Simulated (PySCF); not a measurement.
Compound: C2H9AlSi.
Numbering: `[AlH2:1][CH2:2][CH2:3][SiH3:4]` (hydrogens: H5, H6 on Al1; H7, H8 on C2; H9, H10 on C3; H11, H12, H13 on Si4)

Geometry (PBE0-D3(BJ)/def2-SVP, Å), atoms numbered from 1 in this order:
```
atom  x, y, z in Å
Al1    2.3666    0.9811    0.1926
C2     0.4723    0.6403   -0.2151
C3    -0.1775   -0.5791    0.4570
Si4   -1.9895   -0.8163   -0.0202
H5     3.1759    0.0081    1.1626
H6     3.1018    2.2387   -0.4547
H7    -0.0882    1.5646    0.0287
H8     0.3851    0.5699   -1.3177
H9     0.3650   -1.5076    0.2062
H10   -0.1222   -0.5024    1.5572
H11   -2.5876   -2.0185    0.6427
H12   -2.7858    0.3886    0.3750
H13   -2.1103   -0.9842   -1.5033
```

Computed with PySCF, PBE0-D3(BJ)/def2-SVP geometry optimisation, gas phase.

Take the most abundant isotopes and a rigid rotor. The values belong to one conformer with, in the numbering `[AlH2:1][CH2:2][CH2:3][SiH3:4]`, H–Al1–C2–C3 1° and -179°, Al1–C2–C3–Si4 -179°.

Problem. Give the principal moments of inertia and the rotational constants in cm⁻¹.

Solution. Ia = 26.14, Ib = 363.57, Ic = 377.65 u·Å²; 505379 MHz·u·Å²/I gives 19331, 1390 and 1338 MHz, that is A = 0.64480, B = 0.04637, C = 0.04464 cm⁻¹.

Problem. What kind of rotor is it?

Solution. A near-prolate asymmetric top. Ray's parameter κ = (2B − A − C)/(A − C) = -0.994; −1 is the prolate and +1 the oblate limit.

Problem. What does the inertial defect say?

Solution. Not planar: Δ = Ic − Ia − Ib = -12.07 u·Å². For a rigid frame Δ = −2 Σ m c², so Σ m c² = 6.03 u·Å² lies off the ab plane, practically all of it from hydrogen. The atom farthest from that plane is 1.22 Å away.

Problem. Predict some low-J microwave lines.

Solution. The dipole components are |μa| = 0.25 D, |μb| = 0.05 D, |μc| = 0.01 D. Intensities carry the squares of the components, which stand as 1.00 : 0.04 : 0.00 (a : b : c). Some of the stronger lines:

| type | branch | J(Ka,Kc) | MHz | lower level (cm⁻¹) |
| --- | --- | --- | --- | --- |
| a | R | 1(0,1) ← 0(0,0) | 2728 | 0.000 |
| a | R | 2(1,2) ← 1(1,1) | 5405 | 0.689 |
| a | R | 2(0,2) ← 1(0,1) | 5456 | 0.091 |
| a | R | 2(1,1) ← 1(1,0) | 5508 | 0.691 |

PBE0-D3(BJ)/def2-SVP frequencies: not computed here. Zero-point vibration and centrifugal distortion are left out. A rigid rotor knows nothing of internal rotation, which can split or shift real lines. Quadrupole hyperfine structure (27Al) is left out.
